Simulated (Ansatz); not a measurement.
Two isomers of C3H9NSi: A = `CC(C)[Si]N`, B = `C/C=C/[SiH2]N`.

Isolated molecules relaxed with PBE0-D4/def2-TZVP in Ansatz; ΔE leaves out vibrations. CCSD(T)/CBS adds triple-zeta CCSD(T) − MP2 to the extrapolated MP2 energy (def2 sets, frozen cores). Functionals use def2-TZVPP. B3LYP here is the variant with VWN-RPA as its local correlation; programs differ in this. Each species was taken in one conformer, which may not be the lowest.

Question: Which is lower in electronic energy at CCSD(T)/CBS, and by how much? (An estimate is asked.)

Answer: Computed: B, by 9.8 kcal/mol.

Question: Give E(B) − E(A) in kcal/mol with HF/def2-TZVPP, B2PLYP, B3LYP-D4, CCSD/def2-TZVPP, B3LYP, PBE-D4, BLYP-D4. (Estimate.)

Answer: Computed: HF/def2-TZVPP -18.0, B2PLYP -11.3, B3LYP-D4 -10.0, CCSD/def2-TZVPP -9.7, B3LYP -11.7, PBE-D4 -6.7, BLYP-D4 -8.8. None reverses the order clearly.

Question: Does the order hold for the free energy at 298.15 K (harmonic terms from PBE0-D4)? (An estimate is asked.)

Answer: Computed: Yes: G(B) − G(A) = -13.9 kcal/mol, for one conformer each. Modes under 60 cm⁻¹, often nearly free rotors, make the harmonic entropy too high.

Largest T1 diagnostic: 0.012.

From BLYP to BHLYP (50 % exact exchange), in def2-TZVPP and without D4, E(B) − E(A) moves by −1.9 kcal/mol. In def2-TZVPP, CCSD(T) changes the Hartree–Fock value by +8.9 kcal/mol (the triples alone add +0.5 kcal/mol) and MP2 by +8.1 kcal/mol.
